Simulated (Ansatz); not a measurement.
A nudged elastic band was laid between two geometries of BF₂HS (5 atoms, charge 0, multiplicity 1).

The calculation used RKS B3LYP-D4/def2-SVPD (Ansatz 0.2.0).

```
movable images  : 5
climbing image  : yes
spring          : 5.0 eV/Å²
optimiser       : quadratic models (default)
start path      : through a guess of the saddle point
force threshold : 0.05 eV/Å
iteration limit : 60
end points      : relaxed
```

Initial state:

```xyz
5
Properties=species:S:1:pos:R:3
B -0.062 0.512 -0.169
F -0.222 0.993 1.058
S 0.219 -1.245 -0.501
H 0.179 -1.620 0.798
F -0.113 1.361 -1.186
```

Final state:

```xyz
5
Properties=species:S:1:pos:R:3
B 0.043 0.312 -1.221
F -0.148 -0.073 2.201
S 0.246 -1.255 -0.836
H -0.026 -0.526 1.394
F -0.115 1.542 -1.538
```

**Question.** What changes between the two ends?

**Answer.** Bonds broken: B1–F2, S3–H4. Bonds formed: F2–H4. BF2HS becomes BFS + FH.

**Question.** What energy profile does the band end with?

**Answer.** It converged. The highest image is number 3 of 0 to 6, 2.50 eV above the first end and 0.48 eV above the last; the last end lies 2.02 eV above the first. A vibrational analysis at the climbing image gives one clearly imaginary mode, 804i cm⁻¹: a first-order saddle point. The orbitals stay closed-shell, which can raise the energy where a bond breaks towards radicals; this wasn't checked here.

```csv
image,path coordinate (Å),energy (eV),B1–F2 (Å),S3–H4 (Å),F2–H4 (Å)
0,0.00,0.00,1.33,1.35,2.66
1,0.44,0.26,1.34,1.36,2.08
2,0.89,1.36,1.43,1.49,1.52
3,1.33,2.50,1.68,1.88,1.07
4,1.89,2.14,2.35,2.27,0.94
5,2.45,2.02,3.00,2.42,0.93
6,3.02,2.02,3.45,2.36,0.93
```

**Question.** What is the geometry of the highest image?

**Answer.** 
```xyz
5
Properties=species:S:1:pos:R:3
B -0.002 0.258 -0.494
F -0.139 0.370 1.174
S 0.256 -1.406 -0.704
H 0.025 -0.674 1.007
F -0.141 1.453 -0.983
```

**Question.** What are the harmonic wavenumbers there?

**Answer.** 804i, 337, 407, 457, 666, 779, 820, 1509, 1966 cm⁻¹.

Time of the run: 110 s on 2 threads of Arm Neoverse V2, on a shared host, peak memory 0.19 GiB.
